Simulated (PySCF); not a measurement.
SMILES [B]1OBOBO1, doublet at its PBE0/def2-SVP optimised geometry (Å):

```
8

B     -1.2695    -1.7008     0.0000
O     -1.9756    -0.5356     0.0000
B     -1.3065     0.6672     0.0003
O      0.0636     0.6658     0.0002
B      0.7749    -0.5053    -0.0003
O      0.0929    -1.7008     0.0000
H     -1.9176     1.7008     0.0007
H      1.9756    -0.4923    -0.0011
```

Level of theory: PySCF with unrestricted PBE0/def2-TZVP. Cells within 0.4 Å of a nucleus heavier than hydrogen are left out (blank, or x).

Map of the spin density (e/bohr³) on the plane z = 0.0 Å:

```
|0000000000000000000000000000000|
|0000000000000000000000000000000|
|0000000000000000000000000000000|
|0000000000000000000000000000000|
|0000000000000000000000000000000|
|0000000000000000000000000000000|
|0000000000000000000000000000000|
|0000000000000000000000000000000|
|0000000000000000000000000000000|
|0000000000000000000000000000000|
|0000000000000000000000000000000|
|0000000000000000000000000000000|
|000000000xxx00xxx00000000000000|
|000000000xxx00xxx00000000000000|
|0000000000000000000000000000000|
|0000000000000000000000000000000|
|0000000xx00000000xxx00000000000|
|0000001xxx0000000xxx00000000000|
|0000001xx00000000xx000000000000|
|0000000000000000000000000000000|
|0000000000x1000x000000000000000|
|000000011xxx00xxx00000000000000|
|000000125xxx00xxx00000000000000|
|0000001369941001100000000000000|
|0000001246641000000000000000000|
|0000000123321000000000000000000|
|0000000011110000000000000000000|
|0000000000000000000000000000000|
|0000000000000000000000000000000|
|0000000000000000000000000000000|
|0000000000000000000000000000000|
```
Scale: ten equal steps from -0.001 (start of '0') to 0.099 (end of '9'), in the order '0123456789'; x runs from -4.00 to 4.00, y from -4.00 (bottom) to 4.00 (top).
